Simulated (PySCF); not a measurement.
**Vertical excitation energies**

C2H6GaN.
SMILES: `CC#[N+][GaH3-]`

Method used: PySCF 2.14.0, density-fitted response routines, TDDFT PBE0/def2-SVPD, vertical, gas phase, core orbitals frozen in the response. Isolated species at its PBE0-D3(BJ)/def2-SVP geometry, gas phase. The PBE0/def2-SVPD calculation is non-relativistic and has no spin–orbit coupling, an omission that weighs most on gallium.

Problem. List the vertical singlet excitations with oscillator strengths and describe the spectrum.

Solution. 

```
state  E (eV)  λ (nm)  ν̃ (cm⁻¹)       f  main configurations (H = HOMO, L = LUMO)
   S1    5.61   221.0      45260  0.0000                         H-1/H→L/L+1 (99%)
   S2    5.66   218.9      45680  0.0049                         H-1/H→L/L+1 (99%)
   S3    5.66   218.9      45690  0.0050                         H-1/H→L/L+1 (99%)
   S4    5.92   209.5      47720   0.199                         H-1/H→L/L+1 (98%)
   S5    6.25   198.5      50380   0.015                          H-1/H→L+2 (≥95%)
   S6    6.25   198.2      50450   0.015                          H-1/H→L+2 (≥95%)
```

The lowest singlet comes at 221 nm (541 kJ/mol) in the ultraviolet; it is dark (f under 0.0005); its leading configuration is HOMO-1/HOMO→LUMO/LUMO+1 (99%). The most intense listed level is S4 at 5.92 eV (210 nm, f = 0.199), 0.31 eV above S1. S2/S3 and S5/S6 lie within about 0.01 eV of each other in each set. Löwdin shares by element: HOMO (one of a set within 0.03 eV) hydrogen 55% or more, gallium 40%; LUMO (one of a set within 0.03 eV) carbon 47%, nitrogen 36%, hydrogen 8% or more. The listed states span 0.64 eV, and the widest gap between neighbours is 0.33 eV (S4 to S5). Of the 6 states listed, 3 reach f = 0.01 and 1 stays under 0.0005. Weighted by f, the mean energy of these states is 5.95 eV. Orbitals of the list HOMO-3 to LUMO+2 that lie within 0.01 eV of each other are written together with a slash and their weights summed (≥ marks a lower bound); for degenerate orbitals outside that list single weights are arbitrary. Singlets were solved by full linear response.

Hardware: an Intel Xeon 6975P-C with one thread, on a shared host. Cost: 9.6 s wall, 0.70 GiB resident at most.
